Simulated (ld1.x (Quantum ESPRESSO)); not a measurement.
Plane-wave convergence, TM potential for scandium (Sc)

Sc (Z = 21), norm-conserving Troullier–Martins (Kleinman–Bylander form), made with ld1.x (Quantum ESPRESSO) 7.5 (LDA (PZ), scalar-relativistic). Core [Ne], reference 3s2 3p6 3d1 4s2 4p0. Waves: 3s (bound): rc 1.50 bohr; 3d (bound): rc 2.45 bohr; 3p (bound): rc 1.60 bohr. Local part: the p channel. Core correction: a·sin(br)/r model core, default radius (core density twice the valence density).

Occupied shells without a wave of their own: 4s. They enter only through the test configuration that unscreens the potential, and ld1.x also counts them in the model core charge.

The pseudo-atom Hamiltonian at the reference potential is diagonalised in spherical Bessel functions j_l(qr) that vanish at 20 bohr, with q² up to the cutoff. All-electron valence levels (Ry): 3s -4.0209, 4s -0.3159, 3d -0.2517, 3p -2.4667, 4p -0.1120.

Question: How do the lowest levels (Ry) of each channel move with the cutoff, and are there ghosts?

Answer:

```csv
cutoff (Ry),s #1,s #2,s #3,d #1,p #1,p #2,p #3,f #1,f #2,Σ f·Δε (mRy)
8,-3.9196,-0.3138,0.0032,0.0189,-1.6340,-0.0649,0.0576,0.1029,0.2170,5495.5
15,-3.9402,-0.3240,0.0015,-0.0288,-2.2657,-0.0989,0.0474,0.1029,0.2170,1596.1
30,-4.0082,-0.3260,0.0013,-0.2371,-2.4615,-0.1123,0.0442,0.1029,0.2170,72.7
45,-4.0174,-0.3265,0.0012,-0.2516,-2.4664,-0.1129,0.0440,0.1029,0.2170,9.3
70,-4.0202,-0.3268,0.0012,-0.2517,-2.4666,-0.1129,0.0440,0.1029,0.2170,1.8
100,-4.0208,-0.3268,0.0012,-0.2517,-2.4667,-0.1129,0.0440,0.1029,0.2170,0.2
400,-4.0209,-0.3268,0.0012,-0.2517,-2.4667,-0.1129,0.0440,0.1029,0.2170,0.0
```

Result: no extra level below or beside the all-electron valence levels (s, d, p, f tested); 10 mRy is reached at 45 Ry and 1 mRy at 80 Ry.

ld1.x takes every shell without a wave as core, so the model core holds the 4s electrons as well and exchange and correlation see them twice. This cancels in the reference configuration, but the file is broken for other ones, and its errors say nothing about a proper core correction. Its largest configuration-test error is -1751 meV.
